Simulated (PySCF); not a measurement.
PySCF job for OSc, SMILES [O]=[Sc] (connectivity only; charge and spin as stated), neutral, multiplicity 2, PBE-D3(BJ)/def2-TZVPD. Geometry: PBE-D3(BJ)/def2-TZVPD.

```python
import numpy as np
from pyscf import gto, scf, dft
from pyscf.hessian import thermo

mol = gto.M(
    atom='''
    Sc    0.00000000    0.00000000   -0.45980197
    O     0.00000000    0.00000000    1.20698017
    ''',
    basis='def2-TZVPD',
    charge=0,
    spin=1,
    max_memory=1600,
    verbose=3,
)
mf = dft.UKS(mol, xc='pbe').density_fit(auxbasis='def2-universal-jkfit')
mf.disp = 'd3bj'
mf.grids.level = 3
mf.conv_tol = 1e-11
mf.max_cycle = 100
mf.kernel()
fine, coarse = mf.grids, dft.Grids(mol).set(level=1).build(with_non0tab=True)
for _ in range(3):  # follow internal instabilities
    mf.grids = coarse
    mo, _, stable, _ = mf.stability(return_status=True, nroots=4)
    mf.grids = fine
    if stable:
        break
    mf.kernel(mf.make_rdm1(mo, mf.mo_occ))

# [left out here: the lines that compute and print the analytic Hessian (its translational invariance restored by hand, since the grid's response is missing), thermochemistry and intensities]
```

Log of the run:

```

WARN: HOMO -0.388912852476472 >= LUMO -0.388912852476469

converged SCF energy = -835.679627962194  <S^2> = 0.75167705  2S+1 = 2.0016763
<class 'pyscf.df.df_jk.DFUKS'> wavefunction is stable in the internal stability analysis

WARN: DFTD3 does not support analytical Hessian, using finite difference


WARN: Mole.unit (angstrom) is changed to Bohr

Mode                                 0
Irrep
Freq [cm^-1]                      976.0074
Reduced mass [au]                  19.2542
Force const [Dyne/A]               10.8064
Char temp [K]                    1404.2573
Normal mode                   x     y     z
       0  Sc                 0.00  0.00 -0.08
       1   O                -0.00  0.00  0.21
temperature 298.1500 [K]
pressure 101325.00 [Pa]
Rotational constants [GHz] inf 15.41660 15.41660
Symmetry number 1
Zero-point energy (ZPE) 0.00222 [Eh]   5837.821 [J/mol]
                           tot       elec      trans        rot        vib
Entropy [J/mol/K]       224.392      5.763    160.006     58.192      0.431
Cv [J/mol/K]             22.477      0.000     12.472      8.314      1.691
Cp [J/mol/K]             30.792      0.000     20.786      8.314      1.691
Internal energy [J/mol]                      3718.434   2478.956   5943.923
Internal energy [Eh]   -835.67500  -835.67963
Enthalpy [J/mol]                             6197.391   2478.956   5943.923
Enthalpy [Eh]          -835.67406
Gibbs free energy [J/mol]                  -41508.441 -14870.920   5815.395
Gibbs free energy [Eh] -835.69954
mode   freq/cm-1   IR/(km/mol)
   1      976.01       163.062
max |gradient| / (hartree/bohr): 2.8974578241254857e-05
APT charges: [ 0.7639 -0.7639]
```

The run converged.

Cost: around 50 core-seconds (rough).
